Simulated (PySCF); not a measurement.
## Ionisation energy of N²⁺ by level of theory

N²⁺ [He] 2s2 2p1 (2P) → N³⁺ [He] 2s2 (1S), as a difference of total energies. Calculation: PySCF 2.14, in cc-pVTZ-DK; the spin-free X2C one-electron Hamiltonian (Gaussian nucleus). Correlated levels: valence: 1s2 frozen. The calculations carry no spin-orbit coupling.

```tsv
method	ionisation energy (eV)
UHF	47.255
M06-2X	47.559
M06-L	48.111
MP2 (valence)	47.438
SCS-MP2 (valence)	47.389
CCSD (valence)	47.198
CCSD(T) (valence)	47.226
```

Errors of the correlated levels include the incompleteness of this basis and the frozen core.

The coupled-cluster amplitudes are large for N³⁺ (T1 above 0.03 or a double amplitude above 0.15), so a single reference is strained.

Which method comes closest to the reference value, and which is furthest?

The reference is 47.445 eV (semi-empirical (NIST evaluation); NIST Atomic Spectra Database, ionization energies). Closest: MP2 (valence) (error -0.007 eV); furthest: M06-L (error 0.666 eV).
